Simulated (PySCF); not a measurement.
## Nuclear quadrupole coupling in CrNF3

CrNF3 (singlet state).
Cartesian coordinates in Å at the PBE0-D3(BJ)/def2-SVP level; atoms count from 1:
```xyz
5
CrF3N angstrom
Cr     0.0021    0.0000   -0.0145
N     -0.1781   -0.0035    1.4524
F      1.6698    0.0103   -0.2831
F     -0.7548    1.4018   -0.5750
F     -0.7390   -1.4085   -0.5798
```

Field gradients from the PBE0/pcSseg-1 (pcSseg-2 on Cr) density (PySCF, non-relativistic), principal values in atomic units, ordered |Vxx| ≤ |Vyy| ≤ |Vzz|:

```json
{"atom": "Cr1", "Vxx": "0.6126", "Vyy": "0.6157", "Vzz": "-1.2283"}
{"atom": "N2", "Vxx": "0.2366", "Vyy": "0.2377", "Vzz": "-0.4744"}
```

**Question.** Find the asymmetry η = (Vxx − Vyy)/Vzz and the couplings χ = eQV/h (234.96 MHz × Q in barn × V in au), with Q(53Cr) = −0.15 b, Q(14N) = 0.02044 b.

**Answer.** 
```json
{"atom": "Cr1", "environment": "chromium bonded to 3 F and N", "nucleus": "53Cr", "η": "0.00", "χzz (MHz)": "43.29", "χxx (MHz)": "-21.59", "χyy (MHz)": "-21.70"}
{"atom": "N2", "environment": "nitrogen bonded to Cr", "nucleus": "14N", "η": "0.00", "χzz (MHz)": "-2.278", "χxx (MHz)": "1.137", "χyy (MHz)": "1.142"}
```

The gradient is axial or nearly so (η below 0.05) at Cr1 and N2. The tensor is traceless: Vxx + Vyy + Vzz = 0.

**Question.** What is Vzz at N2 in SI units (1 au = 9.71736 × 10²¹ V/m²)?

**Answer.** -0.4744 au = -4.610 × 10²¹ V/m².

**Question.** And the gradient at the other heavy atoms, for which no coupling is worked out here?

**Answer.** 
```csv
atom,environment,Vzz (au),η
F3,fluorine bonded to Cr,-1.144,0.87
F4,fluorine bonded to Cr,-1.146,0.86
F5,fluorine bonded to Cr,-1.146,0.86
```

Isolated species at its PBE0-D3(BJ)/def2-SVP geometry, gas phase. A larger basis could move these couplings by a tenth or more. Field gradients at transition-metal nuclei can change strongly with the functional.
